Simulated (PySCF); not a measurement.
**Computed vibrations of [NdSF]−**

[NdSF]− (singlet in the valence; each metal's 4f electrons, 4 of them, lie in its core potential, out of spins and levels). PySCF 2.14.0, RKS PBE0, Nd lcecp-0-SVP with ECP50, S def2-SVP, F def2-SVP; non-relativistic Hamiltonian with scalar-relativistic core potentials where named; density fitting; no spin-orbit coupling. Central differences of gradients.

```xyz
3

Nd   -0.1965    0.0000   -0.2927
S     2.1592    0.0000    0.8609
F    -2.1659    0.0000    0.7377
```

Run from Python with OMP_NUM_THREADS=2. Where DIIS fails, smearing, a level shift and second-order steps follow.
It took 17 s on 2 threads of Arm Neoverse V2 (shared host).

Task: What are the harmonic wavenumbers and infrared intensities?

Result: Modes are labelled in Cs; negative numbers are unstable modes, those under 60 cm⁻¹ near the noise; a finer grid moves soft modes by up to 10 cm⁻¹.
```json
{"cm⁻¹": "84", "km/mol": "18.3", "symmetry": "a'"}
{"cm⁻¹": "325", "km/mol": "57.9", "symmetry": "a'"}
{"cm⁻¹": "431", "km/mol": "91.1", "symmetry": "a'"}
```

Task: Is this a minimum?

Result: Yes. Ideal gas at 298.15 K and 1 bar: S = 323.1 J/(mol K), Cp = 54.1 J/(mol K), H − H(0 K) = 13.7 kJ/mol (rigid rotor, harmonic modes, spin degeneracy alone, that of the 4f electrons in the core included).

An lcecp potential fixes the number of 4f electrons, so in runs with it no electron can move into or out of that shell; real Nd(II) is rare or takes another configuration.
